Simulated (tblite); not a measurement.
Species: C7H8N (doublet state).
Numbering: `[CH:1]#[C:2][C:3]1[CH:4]=[CH:5][CH2:6][N:7]1[CH3:8]` (hydrogens: H9 on C1; H10 on C4; H11 on C5; H12, H13 on C6; H14, H15, H16 on C8)

Computed values, GFN2-xTB/tblite, gas phase, harmonic and unscaled. The method is semi-empirical: single wavenumbers can be off by several per cent or more. Open shells enter through the occupations alone, without spin polarisation, and single modes of such species can be off by tens of per cent.

Harmonic wavenumbers (cm⁻¹): 88.1, 114.6, 127.9, 154.4, 265.3, 308.1, 332.2, 452.1, 480.9, 555.0, 559.3, 655.7, 664.2, 693.7, 825.7, 838.4, 951.6, 976.4, 1026.4, 1075.7, 1097.2, 1115.4, 1148.8, 1218.5, 1258.0, 1292.6, 1398.1, 1410.0, 1448.2, 1460.4, 1468.9, 1492.5, 1504.2, 2185.4, 2758.6, 2839.5, 2878.3, 2962.2, 3028.7, 3147.7, 3164.7, 3398.6.

A = 3585, B = 1908, C = 1267 MHz; mass 106.066 u (most abundant isotopes); point group C1, symmetry number 1; spin multiplicity 2.

Question: What is the zero-point energy?

Answer: Half the sum of the wavenumbers: 27411 cm⁻¹ = 327.91 kJ/mol.

Question: What is S at 273.15 K and 1 bar for an ideal gas of classical rigid rotors and harmonic oscillators?

Answer: Translation 165.20, rotation 116.09, vibration 80.93, spin (R ln 2) 5.76: S = 368.0 J/(mol K).

Question: And Cp and H(273.15 K) − H(0)?

Answer: Cp = 128.40 J/(mol K), of which vibrations give 95.15 (their classical limit is 42 R = 349.2); H(273.15 K) − H(0) = 21.62 kJ/mol without the zero-point energy, 12.53 from vibrations.

Question: What must be added to the electronic energy to get the Gibbs energy at 273.15 K and 1 bar?

Answer: ZPE + [H(273.15 K) − H(0)] − T·S = 327.91 + 21.62 − 100.52 = 249.01 kJ/mol.

Question: Blend soft modes into free rotors: weight 1/[1 + (100 cm⁻¹/ν̃)⁴] for the oscillator and the rest for a rotor with moment μB/(μ + B), μ = h/(8π²ν), B = 10⁻⁴⁴ kg m². What vibrational entropy results?

Answer: 78.36 J/(mol K) in place of 80.93, which changes −T·S at 273.15 K by +0.70 kJ/mol.

Hindered rotation and anharmonicity are outside this model. The structure is chiral; the term R ln 2 for an equal mix with its mirror image is left out.
